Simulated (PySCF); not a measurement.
**Dipole response of As- (arsenic, charge -1)**

[Ar] 3d10 4s2 4p4, high-spin 3P determinant. All numbers are calculated (PySCF 2.14, a scalar-relativistic core potential, in aug-cc-pVQZ-PP with ECP10MDF). Coupled (time-dependent) response in atomic units; α is the mean over directions.

```json
{"method": "UHF", "mean α (bohr³)": "95.50", "α xx, yy, zz": "73.37, 139.8, 73.37", "C₆ (like pair)": "1248", "S(−4)": "5229"}
```

S(−4) is the Cauchy moment in α(ω) = α(0) + S(−4) ω² + …

Spin-orbit coupling is absent.

α(iu) at UHF:

```csv
u (hartree),α(iu) (bohr³)
0,95.50
0.0500,85.30
0.100,68.70
0.200,43.61
0.300,29.15
0.500,15.38
0.750,8.486
1.00,5.380
1.50,2.758
2.00,1.707
3.00,0.8690
5.00,0.3673
```

A single London oscillator, α(iu) = α/(1 + u²/ω²), gives C₆ = (3/4) ω α². Matching the computed C₆ needs ω = 4 × 1248 / (3 × 95.50²) = 0.182 hartree.

For an ion, C₆ is the dispersion term alone; charge-induced terms of lower order in 1/R come first.

The components differ because the open shell of this determinant is not spherical; for a pure term their mean is the scalar polarisability.

Energies and moments cover only the electrons outside the core potential.
